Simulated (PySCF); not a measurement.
From one molecule to another.

First species: C₆H₆P₂.
Atom-mapped SMILES: `[CH2:1]=[CH:2][c:3]1[cH:4][p:5][cH:6][cH:7][p:8]1` (hydrogens: H9, H10 on C1; H11 on C2; H12 on C4; H13 on C6; H14 on C7)

Second species: C6H18BN.
Geometry (PBE0-D3(BJ)/def2-SVP, Å), atoms numbered from 1 in this order:
```
atom  x, y, z in Å
C1     3.4274    0.6512    0.1177
C2     2.2271    0.0353   -0.5867
C3     0.8954    0.2467    0.1299
B4    -0.3966   -0.4350   -0.5667
N5    -0.5893    0.3202   -2.0215
C6    -1.8058   -0.2813    0.2338
C7    -2.1757    1.1602    0.5821
C8    -2.9675   -0.9787   -0.4709
H9     3.5458    0.2284    1.1286
H10    3.3052    1.7406    0.2351
H11    4.3686    0.4771   -0.4292
H12    2.1842    0.4509   -1.6154
H13    2.3931   -1.0480   -0.7232
H14    0.7473    1.3346    0.2925
H15    0.9775   -0.1773    1.1483
H16   -0.1839   -1.6091   -0.8891
H17   -0.8018    1.3109   -1.8866
H18    0.2679    0.2528   -2.5706
H19   -1.3506   -0.0972   -2.5575
H20   -1.6394   -0.8146    1.1889
H21   -3.1191    1.2275    1.1515
H22   -2.3300    1.7813   -0.3227
H23   -1.3943    1.6542    1.1800
H24   -3.2108   -0.5030   -1.4420
H25   -2.7365   -2.0353   -0.6785
H26   -3.9027   -0.9462    0.1152
```

Levels: CAM-B3LYP/def2-SVPD for dipole moment, HOMO energy, LUMO energy, HOMO–LUMO gap, static isotropic polarisability and electronic spatial extent ⟨r²⟩ about the centre of nuclear charge; TDDFT CAM-B3LYP/def2-SVPD for lowest singlet excitation; TDA CAM-B3LYP/def2-SVPD for lowest triplet excitation (Tamm–Dancoff); ΔSCF CAM-B3LYP/def2-SVPD for vertical ionisation energy; PBE0-D3(BJ)/def2-SVP for rotational constant A and rotational constant C. Geometries: PBE0-D3(BJ)/def2-SVP. All species are isolated and taken at one optimised geometry, non-relativistic unless stated. Electronic properties by PySCF.

The conformers computed, where there is a choice (atom-mapped SMILES and torsion angles):
- `[CH2:1]=[CH:2][c:3]1[cH:4][p:5][cH:6][cH:7][p:8]1`: C1–C2–C3–C4 10°
- `[CH3:1][CH2:2][CH2:3][B@H-:4]([NH3+:5])[CH:6]([CH3:7])[CH3:8]`: C1–C2–C3–B4 -178°, C2–C3–B4–N5 -65°, C3–B4–C6–C7 54°

Values for the first species:

```
Dipole moment                                                     : 0.16 D
HOMO energy                                                       : -7.85 eV
LUMO energy                                                       : -1.36 eV
HOMO–LUMO gap                                                     : 6.49 eV
Lowest singlet excitation                                         : 3.95 eV
Lowest triplet excitation (Tamm–Dancoff)                          : 2.39 eV
Static isotropic polarisability                                   : 126.1 au
Vertical ionisation energy                                        : 8.46 eV
Electronic spatial extent ⟨r²⟩ about the centre of nuclear charge : 1358 bohr²
Rotational constant A                                             : 2.330 GHz
Rotational constant C                                             : 0.808 GHz
```

Task: Estimate the same properties for the second species, and the change in each.

Result: 
```tsv
property	first	second	second less first
dipole moment	0.16 D	4.13 D	+3.97 D
HOMO energy	-7.85 eV	-8.41 eV	-0.56 eV
LUMO energy	-1.36 eV	0.47 eV	+1.83 eV
HOMO–LUMO gap	6.49 eV	8.88 eV	+2.39 eV
lowest singlet excitation	3.95 eV	6.25 eV	+2.30 eV
lowest triplet excitation (Tamm–Dancoff)	2.39 eV	6.17 eV	+3.78 eV
static isotropic polarisability	126.1 au	102.6 au	-23.5 au
vertical ionisation energy	8.46 eV	8.97 eV	+0.51 eV
electronic spatial extent ⟨r²⟩ about the centre of nuclear charge	1358 bohr²	1615 bohr²	+257 bohr²
rotational constant A	2.330 GHz	3.520 GHz	+1.190 GHz
rotational constant C	0.808 GHz	0.808 GHz	0.000 GHz
```

On the first: No computed singlet falls in the visible range (750 to 380 nm, 1.65 to 3.26 eV); S1 lies 0.69 eV above its blue end. The ΔSCF ionisation energy exceeds −ε(HOMO) by 0.61 eV with CAM-B3LYP.

On the second: The dipole equals about 13.8 × 10⁻³⁰ C·m (1 D = 3.33564 × 10⁻³⁰ C·m). S1 lies 2.63 eV below the HOMO–LUMO gap; its leading configuration is HOMO→LUMO, weight 0.96.
